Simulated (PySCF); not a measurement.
# One molecule, many functionals

C2H8O2Si.
InChI=1S/C2H8O2Si/c1-4-5(2)3/h3,5H,1-2H3/t5-/m0/s1

Linear-response calculations in the def2-SVPD basis (PySCF; singlets by full response, triplets Tamm–Dancoff, core orbitals frozen in the response; HF means time-dependent Hartree–Fock). 'Strongest' is the level of largest summed f among the singlets computed (10 roots, of which the last may lack a degenerate partner); it can jump between rows when another state enters that window. S1 is the lowest singlet of each run and needn't be the same state throughout; f(S1) is that of one state. The structure is a single PBE0-D3(BJ)/def2-SVP conformer in the gas phase; no vibrational or solvent corrections.

| functional | kind | S1 (eV) | f(S1) | strongest (eV) | T1 (eV) | HOMO (eV) | gap (eV) | ionisation energy, ΔSCF (eV) |
| --- | --- | --- | --- | --- | --- | --- | --- | --- |
| LDA | LDA | 6.20 | 0.001 | 7.44 | 6.12 | -6.56 | 6.17 | 9.63 |
| PBE | GGA | 6.17 | 0.002 | 7.73 | 6.08 | -6.46 | 6.14 | 9.52 |
| B3LYP | global hybrid, 20% exact exchange | 6.97 | 0.001 | 8.51 | 6.85 | -7.75 | 7.87 | 9.99 |
| PBE0 | global hybrid, 25% exact exchange | 7.23 | 0.001 | 8.34 | 7.07 | -7.96 | 8.38 | 9.99 |
| BHandHLYP | global hybrid, 50% exact exchange | 7.98 | 0.001 | 9.01 | 7.73 | -9.41 | 10.32 | 10.27 |
| CAM-B3LYP | range-separated hybrid | 7.53 | 0.001 | 8.61 | 7.32 | -9.40 | 10.44 | 10.26 |
| wB97X-D | range-separated hybrid | 7.76 | 0.002 | 8.82 | 7.59 | -9.87 | 11.87 | 10.18 |
| LC-wPBE | range-separated hybrid | 8.13 | 0.004 | 9.43 | 7.75 | -10.71 | 12.76 | 10.47 |
| HF | Hartree–Fock | 9.19 | 0.015 | 10.30 | 8.57 | -11.64 | 13.92 | not settled |

S1 runs from 6.17 eV (PBE) to 9.19 eV (HF), a spread of 3.02 eV, while the orbital gap spreads over 7.8 eV. Along PBE (0%), B3LYP (20%), PBE0 (25%), BHandHLYP (50%), HF (100%) S1 rises with the share of exact exchange. −ε(HOMO) comes closest to its own ΔSCF ionisation energy with LC-wPBE (+0.23 eV) and misses most with LDA (-3.08 eV). 'Not settled' means that the ion's SCF failed to converge or may have ended in another state than the lowest.

Without π bonds the low states are Rydberg-like; a valence basis with one diffuse set may place them up to an eV too high.
